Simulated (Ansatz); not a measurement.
Born–Oppenheimer molecular dynamics of F3GeH5Si (10 atoms, charge 0, multiplicity 1). It starts at the highest image of a converged band. Of that band: Neighbouring images differ by up to 2.5 eV, so the band resolves the path poorly. A vibrational analysis at the climbing image gives one clearly imaginary mode, 1567i cm⁻¹: a first-order saddle point.

These are results of RKS PBE-D4/def2-SVP in Ansatz, not measurements.

* ensemble: NVE (velocity Verlet)
* time step: 0.5 fs
* steps asked: 200
* starting velocities drawn for: 100 K
* seed: 5677

First frame:

```xyz
10
Properties=species:S:1:pos:R:3
Ge -0.398 -1.094 -0.023
Si 0.209 1.458 0.098
F -0.657 -2.820 -0.163
F -0.743 -0.957 1.692
F -1.431 -0.626 -1.364
H 1.047 -0.338 -0.254
H 1.323 -1.437 -0.426
H 1.203 1.823 1.167
H 0.610 2.067 -1.217
H -1.164 1.925 0.491
```

**Question.** How far do the bonds stretch over the last three quarters of this one trajectory? (Pairs bonded in most of those frames.)

**Answer.** 
| bond | mean (Å) | spread (Å) | shortest | longest |
| --- | --- | --- | --- | --- |
| Ge1–Si2 | 2.379 | 0.095 | 2.25 | 2.55 |
| Ge1–F3 | 1.757 | 0.015 | 1.74 | 1.78 |
| Ge1–F4 | 1.764 | 0.021 | 1.73 | 1.79 |
| Ge1–F5 | 1.772 | 0.022 | 1.73 | 1.80 |
| Si2–H8 | 1.500 | 0.016 | 1.47 | 1.53 |
| Si2–H9 | 1.499 | 0.023 | 1.46 | 1.53 |
| Si2–H10 | 1.503 | 0.011 | 1.48 | 1.52 |
| H6–H7 | 0.775 | 0.050 | 0.70 | 0.84 |

Mean temperature of the second half: 2597 K. The conserved energy stayed within 0.26 meV per atom of its start (net change -0.074 meV per atom), so the integration is sound. The system heated up, since it started high on the potential surface and ran downhill. A run of 0.1 ps of so small a system gives no equilibrium averages. The orbitals stay closed-shell, which can raise the energy where a bond breaks towards radicals; this wasn't checked here.

Run time: 3.5 min on 2 threads of Intel(R) Xeon(R) 6975P-C (Granite Rapids) (shared host), peak memory 0.17 GiB.
